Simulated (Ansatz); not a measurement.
(H3Si)2NMe (CH₉NSi₂). Total charge 0; singlet. Geometry r2SCAN-D4/def2-SVP; atoms count from 1.

```
atom    x (Å)    y (Å)    z (Å)
 Si1  -0.7275   0.4237  -1.5023
  H2  -1.1379   1.8665  -1.5005
  H3   0.2935   0.2153  -2.5674
  H4  -1.9584  -0.3776  -1.7921
  N5  -0.0472  -0.0837   0.0240
  C6  -0.9387  -0.0547   1.1894
 Si7   1.6453  -0.3824   0.3335
  H8   2.2849   0.7042   1.1466
  H9   2.3544  -0.4854  -0.9733
 H10   1.7949  -1.6525   1.1122
 H11  -0.6151  -0.7850   1.9515
 H12  -1.9697  -0.3279   0.9039
 H13  -0.9785   0.9395   1.6746
```

Q: Estimate the Mulliken populations from the PBE0/def2-TZVP orbitals of Ansatz.

A: 
| atom | charge (e) |
| --- | --- |
| Si1 | 0.19 |
| H2 | -0.04 |
| H3 | -0.02 |
| H4 | -0.03 |
| N5 | -0.28 |
| C6 | -0.33 |
| Si7 | 0.19 |
| H8 | -0.04 |
| H9 | -0.02 |
| H10 | -0.03 |
| H11 | 0.13 |
| H12 | 0.13 |
| H13 | 0.13 |
Mulliken values and Mayer orders depend strongly on the basis.

Q: And the Mayer bond orders between bonded heavy atoms (over 0.3)?

A: Si1–N5 1.13 (1.75 Å); N5–C6 0.96 (1.47 Å); N5–Si7 1.13 (1.75 Å).
